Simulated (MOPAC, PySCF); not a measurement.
H₃BS, SMILES `SB`, neutral singlet in the gas phase. 

Z-matrix (Å, degrees):
```
B
H 1 1.1836
H 1 1.1846 2 122.90
S 1 1.7692 2 121.11 3 -180.00
H 4 1.3387 1 99.02 2 -0.01
```
Charge 0, multiplicity 1.

All levels are single points at this geometry (M06-2X/def2-TZVP); Pople sets use spherical d functions. Orbital energies aren't observables, and empty levels follow the basis.

HF/6-31G* in PySCF gives HOMO (eV) = -10.99.

Task: Estimate the HOMO (eV) from each of these levels: M06-2X/def2-TZVP in PySCF; B3LYP/3-21G in PySCF; B3LYP/LANL2DZ in PySCF; M06-2X/6-31G* in PySCF; PM7 in MOPAC.

Result: 
| level | HOMO (eV) |
|---|---|
| M06-2X/def2-TZVP in PySCF | -9.54 |
| B3LYP/3-21G in PySCF | -8.32 |
| B3LYP/LANL2DZ in PySCF | -8.30 |
| M06-2X/6-31G* in PySCF | -9.46 |
| PM7 in MOPAC | -9.88 |
